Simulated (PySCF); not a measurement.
# Nickel: a sound run and one with changed settings

Sound run: Ni+ [Ar] 3d9, Ni(2+) [Ar] 3d8. Calculation: PySCF 2.14, in x2c-SVPall; scalar relativity by spin-free X2C-1e. In the sound run the correlated levels freeze [Ar]. The sound run starts from symmetry-adapted Hartree-Fock orbitals and uses a fine grid where one is needed.

Changed run: no relativity, point nucleus. This setting is unsound on purpose.

```
species  method  sound run (hartree)  changed run (hartree)  converged
    Ni+     UHF          -1518.53264            -1502.41726        yes
    Ni+     PBE          -1519.77096            -1503.65748        yes
    Ni+    MN15          -1520.88186            -1504.77443        yes
    Ni+     MP2          -1518.78117            -1502.66532        yes
 Ni(2+)     UHF          -1517.98015            -1501.86177        yes
 Ni(2+)     PBE          -1519.07491            -1502.95910        yes
 Ni(2+)    MN15          -1520.17676            -1504.06602        yes
 Ni(2+)     MP2          -1518.12967            -1502.01130        yes
```

Ionisation energy of Ni+:

```json
{"method": "UHF", "sound run (eV)": "15.034", "changed run (eV)": "15.116"}
{"method": "PBE", "sound run (eV)": "18.940", "changed run (eV)": "19.004"}
{"method": "MN15", "sound run (eV)": "19.187", "changed run (eV)": "19.277"}
{"method": "MP2", "sound run (eV)": "17.728", "changed run (eV)": "17.797"}
{"method": "SCS-MP2", "sound run (eV)": "17.437", "changed run (eV)": "17.507"}
```

Most of the change in total energy is the relativistic energy itself. On top of that the contraction fixes the core shape for the Hamiltonian it was made with, so the changed run is not a good calculation with the other Hamiltonian either.

For comparison, NIST gives 18.169 eV between the lowest levels.
